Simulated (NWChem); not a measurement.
CH4GeO3; SMILES [OH][GeH]([OH])[CH]=O

```xyz
9

O      0.0959    -2.5337     0.0541
C     -0.3815    -1.5450    -0.4608
Ge     0.0072     0.2947     0.2676
O     -1.3576     1.2942    -0.3245
O      1.4903     0.9847    -0.4928
H     -1.0459    -1.6095    -1.3794
H      0.1822     0.2951     1.8200
H     -1.1541     2.2458    -0.2549
H      2.2466     0.9478     0.1220
```
Atoms are numbered in this order, from 1.

Computed with NWChem. Coordinates come from a PBE-D3(BJ)/def2-SVP optimisation.

Question: Order these by “orbital gap (eV)”, lowest first: Hartree-Fock/aug-cc-pVDZ; Hartree-Fock/cc-pVTZ; Hartree-Fock/cc-pVDZ.

Answer: Hartree-Fock/aug-cc-pVDZ (11.65), Hartree-Fock/cc-pVTZ (12.99), Hartree-Fock/cc-pVDZ (13.19)
